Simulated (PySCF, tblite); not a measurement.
Species: Me2SiCl2, C2H6Cl2Si.
Geometry (GFN2-xTB, Å), atoms numbered from 1 in this order:
```xyz
11
C2H6Cl2Si angstrom
C      1.4719   -0.5665   -0.3974
Si     0.0456    0.6608   -0.1244
C     -1.5232   -0.1900    0.5321
Cl     0.6378    2.0784    1.2079
Cl    -0.3849    1.5784   -1.8864
H      1.1999   -1.3329   -1.1169
H      2.3593   -0.0641   -0.7736
H      1.7452   -1.0646    0.5279
H     -2.3265    0.5264    0.6841
H     -1.8831   -0.9432   -0.1625
H     -1.3365   -0.6799    1.4831
```

Method used: PBE0/pcSseg-1 in PySCF (dipole) on a GFN2-xTB geometry, gas phase.

Take the most abundant isotopes and a rigid rotor. 

Q: What are A, B and C (MHz)?

A: Ia = 201.17, Ib = 275.98, Ic = 311.52 u·Å²; 505379 MHz·u·Å²/I gives A = 2512, B = 1831, C = 1622 MHz.

Q: What kind of rotor is it?

A: An asymmetric top. Ray's parameter κ = (2B − A − C)/(A − C) = -0.531; −1 is the prolate and +1 the oblate limit.

Q: What does the inertial defect say?

A: Not planar: Δ = Ic − Ia − Ib = -165.63 u·Å². For a rigid frame Δ = −2 Σ m c², so Σ m c² = 82.82 u·Å² lies off the ab plane: 22.96 from hydrogen and 59.86 from heavier atoms. The atom farthest from that plane is 2.47 Å away.

Q: Give the other two planar moments, Paa and Pbb, and the rms extents of the mass along the axes.

A: Paa = Σ m a² = (Ib + Ic − Ia)/2 = 193.17 and Pbb = Σ m b² = (Ia + Ic − Ib)/2 = 118.35 u·Å². With the mass M = 127.96 u, the rms extents √(P/M) along a, b and c are 1.23, 0.96, 0.80 Å.

Q: Where do the levels up to J = 3 lie, in MHz?

A: Above 0(0,0):
J = 1: 1(0,1) 3453, 1(1,1) 4135, 1(1,0) 4343
J = 2: 2(0,2) 10319, 2(1,2) 10833, 2(1,1) 11459, 2(2,1) 13502, 2(2,0) 13543
J = 3: 3(0,3) 20525, 3(1,3) 20856, 3(1,2) 22104, 3(2,2) 23863, 3(2,1) 24059, 3(3,1) 27814, 3(3,0) 27819

Q: Predict some low-J microwave lines.

A: The dipole components are |μa| = 0.00 D, |μb| = 2.37 D, |μc| = 0.00 D; the symmetry axis of this C2v structure is b, so μa and μc vanish by symmetry and there are no a-type or c-type lines. Some lines, for components of 0.1 D or more:

```
type  branch         J(Ka,Kc)    MHz  lower level (cm⁻¹)
   b       Q  2(1,1) ← 2(0,2)   1140               0.344
   b       Q  3(2,1) ← 3(1,2)   1955               0.737
   b       Q  2(2,0) ← 2(1,1)   2084               0.382
   b       Q  2(2,1) ← 2(1,2)   2670               0.361
   b       Q  3(2,2) ← 3(1,3)   3007               0.696
   b       Q  3(3,0) ← 3(2,1)   3760               0.803
   b       R  1(1,1) ← 0(0,0)   4135               0.000
   b       R  2(0,2) ← 1(1,1)   6185               0.138
   b       R  3(1,2) ← 2(2,1)   8602               0.450
   b       R  2(2,1) ← 1(1,0)   9159               0.145
   b       R  2(2,0) ← 1(1,1)   9409               0.138
   b       R  3(0,3) ← 2(1,2)   9692               0.361
   b       R  3(2,2) ← 2(1,1)  12404               0.382
   b       R  3(2,1) ← 2(1,2)  13226               0.361
   b       R  3(3,1) ← 2(2,0)  14270               0.452
```

Q: Estimate the classical rotational partition function at 25 K, 100 K and 200 K.

A: Point group C2v, symmetry number σ = 2; q = (√π/σ)·√((kT/h)³/(ABC)), k/h = 20836.6 MHz/K: 3860 at 25 K, 30900 at 100 K, 87300 at 200 K.

Its GFN2-xTB frequencies are all real (lowest 96 cm⁻¹). These are rigid-rotor constants of the computed structure; measured ground-state constants (B0) also hold zero-point vibration. A rigid rotor knows nothing of internal rotation, which can split or shift real lines. Quadrupole hyperfine structure (35Cl) is left out.

Time: 25 s wall. Hardware: one thread of an x86-64 server, no GPU, on a shared host. This is the PBE0/pcSseg-1 job that gave the dipole, with the shieldings it also computed.
